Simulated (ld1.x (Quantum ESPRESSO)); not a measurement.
## Pseudopotential generation for titanium (Ti): TM, PBE, scalar-relativistic.

```
Element                 : Ti
Generator               : ld1.x (Quantum ESPRESSO) 7.5
Type                    : norm-conserving Troullier–Martins (Kleinman–Bylander form)
Functional              : PBE
Relativity              : scalar-relativistic
Frozen core             : [Ne]
Valence charge          : 12
Reference configuration : 3s2 3p6 3d2 4s1.5 4p0 (charge +0.5)
Partial waves           : 3s (bound): rc 1.25 bohr; 3p (bound): rc 1.70 bohr; 3d (bound): rc 1.30 bohr
Local potential         : the d channel
Core correction         : none
```

Occupied shells without a wave of their own: 4s. They enter only through the test configuration that unscreens the potential.

- Cutoffs needed: 100 Ry and 140 Ry (the cutoffs (Ry, on a coarse ladder) from which the occupation-weighted sum of valence levels, in a spherical-Bessel basis at the reference potential, stays within 10 and 1 mRy of its value at 400 Ry)
- Ghost test: no extra level below or beside the all-electron valence levels (s, p, d, f tested) (spherical-Bessel basis up to 400 Ry, 20 bohr box)
- Largest excitation error: -1019 meV (all-electron minus pseudo) for 3s2 3p6 3d1 4s0 4p0, out of 7 test configurations
